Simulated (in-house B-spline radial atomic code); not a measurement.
Results of a calculation; reference values are marked as such.
# Ghost states of the separable form: Te

Te, [Kr] 4d10 5s2 5p4, non-relativistic LDA (VWN5), spherical and spin-unpolarised, from a B-spline radial code for spherical atoms (atomic units; all potentials screened as in the neutral atom).

Troullier-Martins channels: 5s (ε = -0.5210, r_c = 2.101 bohr), 5p (ε = -0.2266, r_c = 2.541 bohr). In the Kleinman-Bylander form one channel serves as the local potential, and each other channel l becomes |δV u><u δV|/<u|δV|u>, with δV = V_l − V_local and u the pseudo-orbital. Its strength is E_KB = <u|δV²|u>/<u|δV|u>. By the analysis of Gonze, Stumpf and Scheffler a spurious state lies below the reference level ε if E_KB > 0 and ε is above the second level of the local potential alone, or if E_KB < 0 and ε is above its first. The table's levels are those of angular momentum l in a sphere of 9 bohr, whose wall can lift a shallow ε a little above its free-atom value.

```json
{"local": "p", "channel": "s", "<u δV u>": "-0.033677", "<u δV² u>": "0.11367", "ε": "-0.5210", "first local level": "-0.5180", "second local level": "0.0127"}
{"local": "s", "channel": "p", "<u δV u>": "0.022736", "<u δV² u>": "0.055502", "ε": "-0.2264", "first local level": "-0.2576", "second local level": "0.0919"}
```

Question: Apply the rule to each row.

Answer: Local p, channel s: E_KB = -3.38, so ε = -0.5210 is set against -0.5180: no ghost. Local s, channel p: E_KB = +2.44, so ε = -0.2264 is set against 0.0919: no ghost.

Diagonalising the separable Hamiltonian gives:

| local | channel | three lowest levels | all-electron, two lowest valence levels |
| --- | --- | --- | --- |
| p | s | -0.5210, -0.3095, 0.0328 | -0.5210, 0.0223 |
| s | p | -0.2264, 0.0991, 0.4336 | -0.2264, 0.0993 |

Question: Which choices of local channel are safe?

Answer: The rule finds no ghost below ε. Among the safe choices the second level, which tests transfer, is off by at most 0.2 millihartree (s local). With p local the s channel has a spurious state at -0.3095, above ε, where the rule doesn't look; that choice is unsafe too.
